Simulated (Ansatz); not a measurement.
Compare A (`C[SiH2]C[SiH2]O`) with its isomer B (`CO[SiH2]C[SiH3]`).

Program: Ansatz. Geometries: PBE0-D4/def2-TZVP. ΔE: electronic, gas phase. CCSD(T)/CBS is the MP2 limit (def2-TZVPP, def2-QZVPP) plus CCSD(T) − MP2 in def2-TZVPP, frozen cores. DFT in def2-TZVPP. B3LYP here is the variant with VWN-RPA as its local correlation; programs differ in this. One conformer a species, not always the lowest.

(1) Which is lower in electronic energy at CCSD(T)/CBS, and by how much? (An estimate is asked.)

(2) Give E(B) − E(A) in kJ/mol with r2SCAN-D4, B3LYP, B2PLYP, HF/def2-TZVPP, CCSD(T)/def2-TZVPP, CCSD/def2-TZVPP, ωB97M-V. (Estimate.)

Largest T1 diagnostic: 0.011.

Answers

(1) The calculation gave: A, by 97.2 kJ/mol.

(2) Ansatz gave: r2SCAN-D4 96.0, B3LYP 86.1, B2PLYP 90.7, HF/def2-TZVPP 78.2, CCSD(T)/def2-TZVPP 93.3, CCSD/def2-TZVPP 92.0, ωB97M-V 95.1. None reverses the order clearly.

In def2-TZVPP, CCSD(T) changes the Hartree–Fock value by +15.1 kJ/mol (the triples alone add +1.3 kJ/mol) and MP2 by +22.3 kJ/mol.
